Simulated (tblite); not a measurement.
Compound: C5H8FO2 (doublet state).
Geometry (GFN2-xTB, Å), atoms numbered from 1 in this order:
```
atom  x, y, z in Å
C1    -2.753    0.124   -0.048
C2    -1.416   -0.577    0.117
O3    -0.441    0.401    0.467
C4     0.814   -0.108    0.661
O5     1.489   -0.526   -0.541
C6     2.606    0.337   -0.312
C7     1.907    0.896    0.880
F8     2.494    1.121    2.066
H9    -3.031    0.616    0.879
H10   -3.517   -0.601   -0.315
H11   -2.680    0.874   -0.830
H12   -1.113   -1.069   -0.816
H13   -1.466   -1.336    0.912
H14    0.797   -0.941    1.396
H15    2.770    1.015   -1.156
H16    3.531   -0.216   -0.103
```

Calculated harmonic vibrations of the isolated species, GFN2-xTB (tblite), most abundant isotopes, no scaling. This tight-binding method is rough: wavenumbers can miss measured ones by several per cent, in bad cases by 10 to 20. One conformer, not necessarily the lowest. Open shells enter through the occupations alone, without spin polarisation, and single modes of such species can be off by tens of per cent.

Harmonic wavenumbers (cm⁻¹): 56.4, 82.1, 123.4, 141.6, 202.1, 279.0, 288.9, 352.6, 464.4, 564.6, 682.8, 837.2, 861.0, 919.6, 954.4, 994.2, 1039.2, 1060.0, 1082.0, 1114.9, 1121.1, 1139.7, 1148.8, 1183.6, 1214.9, 1245.7, 1286.7, 1333.5, 1351.1, 1398.5, 1423.5, 1470.3, 1483.5, 1491.3, 2720.7, 2860.4, 2866.4, 2913.3, 2926.4, 3049.7, 3055.1, 3060.8.

A = 4547, B = 1111, C = 955.0 MHz; mass 119.051 u (most abundant isotopes); point group C1, symmetry number 1; spin multiplicity 2.

What is the zero-point energy?

½Σν̃ = 26923 cm⁻¹ = 322.07 kJ/mol.

What is S at 500 K and 1 bar for an ideal gas of classical rigid rotors and harmonic oscillators?

Translation 179.21, rotation 126.07, vibration 166.13, spin (R ln 2) 5.76: S = 477.2 J/(mol K).

And Cp and H(500 K) − H(0)?

Cp = 199.35 J/(mol K), of which vibrations give 166.09 (their classical limit is 42 R = 349.2); H(500 K) − H(0) = 58.98 kJ/mol without the zero-point energy, 42.35 from vibrations.

Which modes carry the vibrational entropy at 500 K?

56.4 cm⁻¹: 23.44; 82.1 cm⁻¹: 20.33; 123.4 cm⁻¹: 16.97; 141.6 cm⁻¹: 15.84; 202.1 cm⁻¹: 12.94; 279.0 cm⁻¹: 10.36 J/(mol K); the other 36 give 66.26 together.

Blend soft modes into free rotors: weight 1/[1 + (100 cm⁻¹/ν̃)⁴] for the oscillator and the rest for a rotor with moment μB/(μ + B), μ = h/(8π²ν), B = 10⁻⁴⁴ kg m². What vibrational entropy results?

154.21 J/(mol K) in place of 166.13, which changes −T·S at 500 K by +5.96 kJ/mol.

How do the functions run with temperature in this model?

| T (K) | S (J/(mol K)) | Cp (J/(mol K)) | H − H(0) (kJ/mol) | G − H(0) (kJ/mol) | ln q(vib) |
| --- | --- | --- | --- | --- | --- |
| 100 | 287.2 | 72.1 | 5.15 | -23.57 | 1.38 |
| 200 | 346.3 | 100.9 | 13.83 | -55.42 | 3.58 |
| 300 | 393.1 | 133.2 | 25.48 | -92.43 | 5.69 |
| 800 | 586.4 | 264.3 | 129.46 | -339.65 | 15.77 |
| 1000 | 648.5 | 291.6 | 185.20 | -463.27 | 19.54 |

q(vib) and H(0) count from the zero-point level.

What must be added to the electronic energy to get the Gibbs energy at 500 K and 1 bar?

ZPE + [H(500 K) − H(0)] − T·S = 322.07 + 58.98 − 238.58 = 142.47 kJ/mol.

Hindered rotation and anharmonicity are outside this model. Other conformers, if any are populated, would add a mixing term that is left out. The structure is chiral; the term R ln 2 for an equal mix with its mirror image is left out.

On Arm Neoverse V2, one thread, no GPU, shared host with 96 logical CPUs at a one-minute load of 33, this took 0.35 s wall. This covers the Hessian and the dipole derivatives.
